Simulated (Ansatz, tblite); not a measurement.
Cost and result up the ladder for Pd(PH3)2 (P2PdH6) (9 atoms). Total charge 0; singlet. Geometry: PBE0-D4/def2-SVP.

```xyz
9

Pd    0.007    0.023   -0.006
P     1.689   -0.827   -1.257
H     1.414   -1.632   -2.399
H     2.649   -1.709   -0.685
H     2.634    0.021   -1.900
P    -1.686    0.836    1.255
H    -2.615    1.775    0.723
H    -1.429    1.551    2.459
H    -2.662   -0.038    1.810
```

Ansatz on 4 threads of Arm Neoverse V1 on a shared host; xTB runs through tblite on one thread. Times are rough, summed over both states, and most runs start from the orbitals of an earlier one. PBE0-D4/def2-TZVP serves as the yardstick here, not as an exact answer. The other state is a doublet.

In the def2 sets Pd takes a core potential; there is no spin–orbit coupling. The xTB rows come from tblite.

Raw xTB energies of ions are shifted by several eV.

| level | functions | wall time | vertical IE (eV) | difference from PBE0-D4/def2-TZVP (eV) |
| --- | --- | --- | --- | --- |
| GFN2-xTB | 33 | 0.008 s | 11.87 | 4.64 |
| GFN1-xTB | 39 | 0.011 s | 12.22 | 4.99 |
| PBE-D4/def2-TZVP | 150 | 3.7 s | 7.48 | 0.26 |
| PBE0-D4/def2-TZVP | 150 | 4.9 s | 7.23 | 0.00 |
| r2SCAN-D4/def2-TZVP (with forces) | 150 | 8.1 s | 7.35 | 0.12 |
